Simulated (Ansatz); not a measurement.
Geometry optimisation, RHF/def2-SVP in Ansatz.

Input:

```yaml
crystal:
  periodic: [false, false, false]
  atoms:
    - { symbol: W, position_ang: [0.367828, 0.151539, -0.434453] }
    - { symbol: O, position_ang: [-0.177975, -0.040982, 2.645329] }
    - { symbol: H, position_ang: [-0.991804, 0.383776, 2.870244] }
    - { symbol: H, position_ang: [1.515995, -0.737038, 0.38559] }
    - { symbol: H, position_ang: [-0.406979, 1.495085, 0.190863] }
    - { symbol: H, position_ang: [-1.256714, -0.042389, -0.067216] }
    - { symbol: H, position_ang: [-0.075561, -1.387913, 0.046908] }
    - { symbol: H, position_ang: [0.64123, 0.232316, -2.13926] }
    - { symbol: P, position_ang: [1.912387, 1.602105, 0.799932] }
    - { symbol: H, position_ang: [3.174943, 1.21986, 0.294119] }
    - { symbol: H, position_ang: [1.786067, 2.826975, 0.106068] }
    - { symbol: H, position_ang: [0.515683, 0.621267, 2.793278] }
basis:
  gaussian: { orbitals: def2-SVP }
hamiltonian:
  xc: hf
relax:
  f_tol: 0.03
  max_steps: 50
output:
  orbitals: {}
```

Launched with:

```bash
$ ansatz run input.yaml --threads 2 --pin off --max-ram 3072MiB --backend cpu --events-out ev --progress --plain --runs-dir out
```

Task: Where does it end, and by what steps?

Result: It converged. After 10 steps the energy has fallen by 0.127 eV; H3 moved furthest, 0.38 Å. Joined: W1–O2 (3.13 → 2.60 Å).

```csv
step,energy less start (eV),largest force component (eV/Å),accepted
0,0.0000,0.915,yes
1,0.0466,2.093,no
2,-0.0298,0.939,yes
3,-0.0536,0.989,yes
4,-0.0893,0.902,yes
5,-0.1060,0.509,yes
6,-0.0923,0.518,no
7,-0.1080,0.260,yes
8,-0.1243,0.154,yes
9,-0.1261,0.073,yes
10,-0.1266,0.023,yes
```

```xyz
12
Properties=species:S:1:pos:R:3
W 0.343 0.172 -0.253
O -0.133 -0.025 2.293
H -1.020 0.194 2.537
H 1.508 -0.720 0.543
H -0.410 1.548 0.336
H -1.305 0.002 0.053
H -0.086 -1.394 0.175
H 0.577 0.208 -1.972
P 2.029 1.694 0.808
H 3.212 1.235 0.184
H 1.849 2.851 0.014
H 0.441 0.559 2.773
```

Whether the end is a true minimum wasn't checked by a vibrational analysis.

The run took 20 s on 2 threads of Intel(R) Xeon(R) CPU @ 2.80GHz (Skylake/Cascade Lake), on a shared host, peak memory 0.24 GiB.
